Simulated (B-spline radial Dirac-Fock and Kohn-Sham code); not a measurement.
## Kohn-Sham estimates against Dirac-Fock for the levels of Mn³⁺

System: manganese as Mn³⁺, configuration 1s2 2s2 2p6 3s2 3p6 3d4.

The density-functional columns are spherical, spin-unpolarised Dirac-Kohn-Sham results without Breit or QED terms: −ε is minus the orbital energy of the initial state and ΔSCF the difference of two total energies. The reference in the last column comes from Dirac-Fock (average of configuration) total-energy differences with a finite nucleus, the Breit interaction including its frequency dependence, and self-energy and vacuum-polarisation corrections. All numbers are from a radial B-spline solver, in eV; a selection of levels is shown. The Kohn-Sham columns are given as differences from the reference.

```
level  PBE −ε − DF  PBE ΔSCF − DF  LDA −ε − DF  LDA ΔSCF − DF  Dirac-Fock
   1s       -126.7          +25.5       -141.6          +10.1      6591.8
   2s        -45.7          -18.9        -47.4          -20.4       826.6
2p1/2        -31.6           +0.1        -32.0           -0.2       705.6
2p3/2        -31.8           -0.6        -32.2           -0.9       695.5
   3s        -17.7           -6.9        -18.1           -7.3       139.5
3p1/2        -11.2           -0.7        -11.2           -0.7       102.4
3p3/2        -11.2           -0.8        -11.3           -0.8       101.1
   3d         -7.7           +1.8         -7.4           +2.1       48.93
```

Values without a named source are computed, but for edge energies of neutral atoms, which are taken from tables.
